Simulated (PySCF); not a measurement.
C2H5Br2ClGe (SMILES C[CH2][Ge]([Cl])([Br])[Br]), singlet, at a GFN2-xTB geometry.

PySCF was given this input:
```python
from pyscf import gto, scf, dft

mol = gto.Mole()
mol.atom = '''
    C    -3.15592620   -0.40386104   -0.13867483
    C    -2.12992317    0.68118769   -0.40087992
    Ge   -0.22387022   -0.02868630   -0.30636347
    Cl    0.24633916   -1.43782537   -1.84115774
    Br    1.30016428    1.73855350   -0.44960363
    Br    0.11167999   -1.07786770    1.75320228
    H    -3.07658262   -1.20189124   -0.87533976
    H    -3.02521078   -0.83532173    0.85316768
    H    -4.15888984    0.01606400   -0.19654741
    H    -2.21327613    1.48641148    0.32985758
    H    -2.24941288    1.10776804   -1.39644999
'''
mol.basis = 'sto-3g'
mol.verbose = 4
mol.max_memory = 1800
mol.build()

mf = dft.RKS(mol)
mf.xc = 'b3lyp'
mf = mf.density_fit(auxbasis='def2-universal-jkfit')
mf.kernel()
```

Q: Give the HOMO energy at the level DF-B3LYP/STO-3G in PySCF.

A: -5.32 eV

Q: What number of basis functions does DF-B3LYP/STO-3G give?

A: 78

Q: Give the HOMO-LUMO gap at the level DF-B3LYP/STO-3G.

A: 6.74 eV

Q: Roughly what does it cost on one core?

A: around 22 core-seconds (rough).
